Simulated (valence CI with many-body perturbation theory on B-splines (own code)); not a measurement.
**Ladder of approximations for Cu⁷⁺**

Calculated by relativistic CI+MBPT: four valence electrons over a frozen Dirac-Fock core [Ar], a basis of 9 s, 9 p, 10 d, 8 f, 5 g, 3 h, 1 i functions for each j, with the one-electron correlation potential Σ1, the two-electron term Σ2, the three-electron term Σ3, Breit, model QED; selected CI, second order for the rest, scaled by the run's own slope (own B-spline code, finite nucleus).

No measured spectrum was set against this ion. As an estimate, terms of the open shell hold to 2 to 4 % of their energy, and close levels can change places; different configurations can be misplaced against each other by 1,000 to 8,000 cm⁻¹. Core correlation moves these levels by up to 3500 cm⁻¹, and in measured spectra 5 to 20 % of such shifts remained as error; rates that hang on mixing are uncertain with them. The list stops below the first excitations out of the core. Only levels of the ground parity were solved; by the run's estimate the other parity begins above the list, which can be wrong where configurations are misplaced.

Each rung adds one term. CI alone is the Dirac-Coulomb CI over the frozen core; QED comes last and gives the full result, which names the levels. Energies are above 3d⁴ ⁵D_0 on the same rung, in cm⁻¹.

Letters in brackets count levels of one name in rising energy.

```csv
Level,CI alone,Σ1,Σ2,Σ3,Breit,QED,Full
3d⁴ ⁵D_1,400,+12,+14,+1.0,-50,+1.8,379
3d⁴ ⁵D_2,1071,+56,+83,+2.0,-146,+4.8,1072
3d⁴ ⁵D_3,2026,+103,+153,+2.3,-284,+8.7,2008
3d⁴ ⁵D_4,3189,+155,+233,+1.2,-462,+13,3129
3d⁴ ³P_0 [a],33056,+204,-262,-53,+148,-5.1,33087
3d⁴ ³H_4,34546,+312,-710,-269,-213,+4.2,33670
3d⁴ ³H_5,35442,+351,-658,-241,-405,+8.5,34496
3d⁴ ³H_6,36294,+394,-573,-236,-632,+12,35258
3d⁴ ³P_1 [a],35254,+302,-155,+50,-51,+4.7,35404
3d⁴ ³F_3 [a],38485,+365,-636,-426,-207,+6.9,37588
3d⁴ ³F_2 [a],38354,+370,-507,-399,-203,+7.8,37625
3d⁴ ³F_4 [a],38881,+389,-606,-429,-312,+8.9,37933
3d⁴ ³P_2 [a],38650,+469,+37,+78,-380,+17,38871
3d⁴ ³G_3,43130,+440,-1192,-504,-272,+11,41614
3d⁴ ³G_4,43961,+471,-1169,-539,-435,+13,42303
3d⁴ ³G_5,44689,+488,-1190,-518,-574,+16,42912
3d⁴ ¹I_6,52870,+526,-936,-674,-590,+13,51208
3d⁴ ³D_3,54466,+510,-2299,-930,-279,+10,51478
3d⁴ ³D_2,54662,+517,-2223,-892,-272,+11,51802
3d⁴ ¹G_4 [a],54122,+585,-261,-2128,-447,+17,51888
3d⁴ ³D_1,55141,+532,-2258,-933,-236,+13,52259
3d⁴ ¹S_0 [a],60904,+611,-338,-3746,-261,+15,57185
3d⁴ ¹D_2 [a],65269,+642,-1824,+1351,-283,+14,65168
3d⁴ ¹F_3,76017,+694,-3074,+84,-307,+12,73426
3d⁴ ³P_2 [b],88132,+755,-2711,+326,-178,+9.2,86333
3d⁴ ³F_4 [b],88468,+798,-1822,+18,-329,+13,87146
3d⁴ ³F_2 [b],88712,+818,-1930,+41,-252,+14,87403
3d⁴ ³F_3 [b],88878,+832,-1868,+30,-309,+15,87578
3d⁴ ³P_1 [b],90514,+843,-2658,+359,-255,+18,88821
3d⁴ ³P_0 [b],91622,+920,-2532,+348,-352,+22,90030
3d⁴ ¹G_4 [b],100777,+914,-2409,+259,-372,+15,99184
```

The middle columns are the shifts that each term adds.

Task: How does the ionisation energy move along the ladder, and which term matters most?

Result: CI alone 159.80, + Σ1 161.78, + Σ2 166.34, + Σ3 166.34, + Breit 166.34, + QED 166.34 eV. The largest step is Σ2, 4.56 eV. NIST lists 166 ± 2.1 eV (theoretical).
